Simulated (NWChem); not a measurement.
System: BiH3Te; SMILES [BiH2][TeH]

All runs: NWChem. Structure relaxed at the PBE0/def2-SVP level. def2 effective core potentials on Te, Bi; no spin-orbit coupling. B3LYP is NWChem's, with the RPA form of VWN correlation. Static field.

### Question
Order these by “anisotropy (bohr³)”, lowest first: Hartree-Fock/def2-SVPD; B3LYP/def2-SVPD; BHandHLYP/def2-SVPD; PBE/def2-SVPD.

### Answer
PBE/def2-SVPD (48.7), B3LYP/def2-SVPD (49.8), BHandHLYP/def2-SVPD (50.6), Hartree-Fock/def2-SVPD (53.3)
